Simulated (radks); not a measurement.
Values are calculated unless marked as measured or tabulated.
Initial-state core-level shifts of the iodine ion I2+ when its valence configuration changes from [Kr] 4d10 5s2 5p3. Code: a radial shooting solver on a logarithmic mesh with Libxc functionals. Model: Dirac Kohn-Sham, PBE, spin-unpolarised, spherical densities, point nucleus; open shells fill j = l - 1/2 first. Shifts are changes of the shell-averaged eigenvalues in eV (positive: less bound).

valence,1s,3d,4s,4p
4d9 5s2 5p4,-9.849,-10.036,-8.261,-7.912
4d8 5s2 5p5,-19.904,-20.263,-16.477,-15.768
4d10 5p5,-3.047,-3.004,-2.948,-2.919
4d10 5s1 5p4,-1.542,-1.520,-1.492,-1.478
4d9 5s1 5p5,-11.326,-11.496,-9.681,-9.317
4d10 5s1.5 5p3.5,-0.776,-0.764,-0.750,-0.744
4d9 5p6,-12.771,-12.925,-11.071,-10.692
4d8 5s1 5p6,-21.324,-21.670,-17.836,-17.110
4d9.5 5s2 5p3.5,-4.899,-4.995,-4.136,-3.964
